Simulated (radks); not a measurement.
Isoelectronic series with 14 electrons, each ion in its NIST ground configuration. Calculated with a radial shooting solver on a logarithmic mesh with Libxc functionals: scalar-relativistic Kohn-Sham, r2SCAN, spin-unpolarised, spherical densities, finite nucleus; meta-GGA in the generalised Kohn-Sham scheme; Fermi nuclear charge, rms radius of each element as measured or else 0.836 A^(1/3) + 0.57 fm. Total energies (hartree) and mean radii <r> (bohr):

| ion | configuration | E (hartree) | 3p | 3s | 2p | 2s |
|---|---|---|---|---|---|---|
| Mn11+ | [Ne] 3s2 3p2 | -1109.01866 | 0.7458 | 0.7443 | 0.2446 | 0.2766 |
| Fe12+ | [Ne] 3s2 3p2 | -1210.96092 | 0.7023 | 0.7037 | 0.2330 | 0.2641 |
| Co13+ | [Ne] 3s2 3p2 | -1317.53760 | 0.6637 | 0.6673 | 0.2224 | 0.2527 |
| Ni14+ | [Ne] 3s2 3p2 | -1428.76480 | 0.6291 | 0.6345 | 0.2128 | 0.2422 |
| Cu15+ | [Ne] 3s2 3p2 | -1544.65867 | 0.5980 | 0.6048 | 0.2039 | 0.2324 |
| Zn16+ | [Ne] 3s2 3p2 | -1665.23731 | 0.5699 | 0.5777 | 0.1957 | 0.2234 |
| Ga17+ | [Ne] 3s2 3p2 | -1790.51876 | 0.5443 | 0.5530 | 0.1882 | 0.2151 |
| Ge18+ | [Ne] 3s2 3p2 | -1920.52224 | 0.5209 | 0.5302 | 0.1812 | 0.2073 |
| As19+ | [Ne] 3s2 3p2 | -2055.26820 | 0.4994 | 0.5092 | 0.1747 | 0.2000 |
| Se20+ | [Ne] 3s2 3p2 | -2194.77706 | 0.4796 | 0.4898 | 0.1686 | 0.1932 |
| Br21+ | [Ne] 3s2 3p2 | -2339.07089 | 0.4613 | 0.4718 | 0.1630 | 0.1869 |
| Kr22+ | [Ne] 3s2 3p2 | -2488.17215 | 0.4444 | 0.4550 | 0.1577 | 0.1809 |
| Rb23+ | [Ne] 3s2 3p2 | -2642.10450 | 0.4286 | 0.4393 | 0.1527 | 0.1753 |
| Sr24+ | [Ne] 3s2 3p2 | -2800.89221 | 0.4139 | 0.4247 | 0.1480 | 0.1699 |
| Zr26+ | [Ne] 3s2 3p2 | -3133.13615 | 0.3873 | 0.3981 | 0.1394 | 0.1602 |
| Nb27+ | [Ne] 3s2 3p2 | -3306.64532 | 0.3752 | 0.3859 | 0.1355 | 0.1557 |
| Mo28+ | [Ne] 3s2 3p2 | -3485.11615 | 0.3639 | 0.3744 | 0.1317 | 0.1514 |
| Tc29+ | [Ne] 3s2 3p2 | -3668.58077 | 0.3532 | 0.3636 | 0.1282 | 0.1473 |
| Ru30+ | [Ne] 3s2 3p2 | -3857.06557 | 0.3431 | 0.3533 | 0.1248 | 0.1434 |
| Rh31+ | [Ne] 3s2 3p2 | -4050.60556 | 0.3335 | 0.3436 | 0.1216 | 0.1397 |
| Pd32+ | [Ne] 3s2 3p2 | -4249.23070 | 0.3244 | 0.3344 | 0.1186 | 0.1362 |
| Ag33+ | [Ne] 3s2 3p2 | -4452.97638 | 0.3158 | 0.3256 | 0.1157 | 0.1328 |
| Cd34+ | [Ne] 3s2 3p2 | -4661.87399 | 0.3077 | 0.3172 | 0.1129 | 0.1296 |
